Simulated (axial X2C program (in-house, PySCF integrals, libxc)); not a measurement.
# IrBr: the levels of the configuration d8 s0

Computed with an in-house all-electron X2C program for linear molecules (integrals from PySCF): two-component X2C with atomic mean-field Coulomb and Gaunt terms, basis Ir dyall-v3z, Br dyall-v3z (cores contracted in-house). Orbitals come from Hartree–Fock averaged over the configuration Ir d8 s0; CI then distributes these electrons over the d, s shells of Ir. The speed of light was multiplied by 2, so these are model numbers.

R = 2.569 Å (near the minimum of the configuration average).

Active spinors (ω > 0):

```csv
shell,ω,ε (eV),character
d,3/2,-9.75,100% Ir d
d,5/2,-9.47,100% Ir d
d,1/2,-9.40,95% Ir d
d,3/2,-9.22,96% Ir d
d,1/2,-8.70,"86% Ir d, 7% Ir s, 5% Br p"
s,1/2,-0.49,"64% Ir s, 31% Ir p"
```

Lowest levels of this model:

```tsv
Ω	energy (cm⁻¹)	g∥	μ (D)	configuration
3	0	7.89	-7.03	100% d8
2	139	4.75	-7.03	100% d8
1	494	1.80	-7.04	100% d8
0	764	0.00	-7.06	100% d8
4	1526	10.00	-7.22	100% d8
2	1944	5.15	-6.99	100% d8
1	2065	1.44	-7.03	100% d8
0	2119	0.00	-7.00	100% d8
3	3010	6.12	-7.20	100% d8
1	3156	2.77	-7.03	100% d8
0	3324	0.00	-7.02	100% d8
2	4125	2.12	-7.21	100% d8
0	7687	0.00	-6.85	100% d8
1	9543	2.05	-6.99	99% d8
2	11051	5.60	-7.00	99% d8
0	12304	0.00	-6.98	99% d8
0	12438	0.00	-6.98	99% d8
0	14456	0.00	-7.22	99% d8
0	16516	0.00	-7.06	99% d8
3	17916	6.00	-7.17	99% d8
4	18800	8.01	-7.33	99% d8
```

g∥ is the magnitude of 2⟨Lz + ge Sz⟩ for the +Ω component. μ is positive if the Br end is positive.

Task: From Ω and g∥ of the lowest level, whose 2⟨Lz + ge Sz⟩ is positive, find ⟨Sz⟩ and ⟨Lz⟩ (ge = 2.0023).

Result: Ω = ⟨Lz⟩ + ⟨Sz⟩ = 3 and ⟨Lz⟩ + ge⟨Sz⟩ = 3.945, so ⟨Sz⟩ = 0.94 and ⟨Lz⟩ = 2.06.

Occupations of the active spinors in the lowest level by ω, shell by shell in order of energy: -5/2: 0.02; -3/2: 0.98 0.98; -1/2: 1.00 0.02 0.00; 1/2: 1.00 1.00 0.00; 3/2: 1.00 1.00; 5/2: 1.00. The leading determinant has weight 0.98 among 39.

This point took 2.1 s on 1 thread of Arm Neoverse V2 (shared host).

Dynamic correlation is missing, so gaps between terms are too wide and other configurations may lie lower; the lowest level listed is that of this model, not necessarily the ground state. For d shells the ligand-field splittings (σ, π, δ) and their order can be off by a thousand cm⁻¹ or more. At most 4 roots were kept for each Ω > 0 (twice that for Ω = 0) within 3.2 eV of the lowest, so higher up levels can be missing between those listed; levels with Ω > 0 are doubly degenerate and listed once, Ω = 0 levels singly. States that fill the shells left empty in the average are placed too high.
